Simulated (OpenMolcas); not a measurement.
An OpenMolcas run meant for Ce IV (ANO-RCC-MB, DKH3; inactive shells 1s 2s 2p 3s 3p 3d 4s 4p 4d 5s 5p; intended active space 1 electron in 7 orbitals (4f)). One step of its input:

```
&RASSCF
FileOrb=start.orb
Symmetry=2
Spin=3
nActEl=1 0 0
Inactive=15 12
Ras2=0 7
CIRoot=7 7 1
SDav=7
CIMx=300
Iter=93 100
PrWF=0.3
OrbListing=Nothing
MaxOrb=0
Atom
>>> COPY $Project.JobIph JOB001
```

Lines from the output:

```
--- SEWARD ---
Basis set label: CE.ANO-RCC...6S5P3D1F.

      Electronic valence basis set:
      ------------------
      Associated Effective Charge  58.000000 au
      Associated Actual Charge     58.000000 au
      Nuclear Model: Point charge

      Shell  nPrim  nBasis  Cartesian Spherical Contaminant
         s      25       6        X
         p      22       5        X
         d      15       3                 X
         f      11       1                 X
Relativistic=R03O02
                  Relativistic Douglas-Kroll-Hess integrals:
                    - DKH order of Hamiltonian: 3
                    - DKH order of Properties : 2
--- RASSCF ---

 Nr of active orbitals     NAC=   7
 Spin degeneracy         ISPIN=   3
 There can be no such wave function.
 ************************************************
--- Stop Module: rasscf at  /rc=_RC_INPUT_ERROR_ ---
.####################.
.# User input error #.
.####################.
```

Question: What is wrong with the input?

Answer: The spin multiplicity does not fit the number of active electrons: an even count needs an odd multiplicity and the reverse.
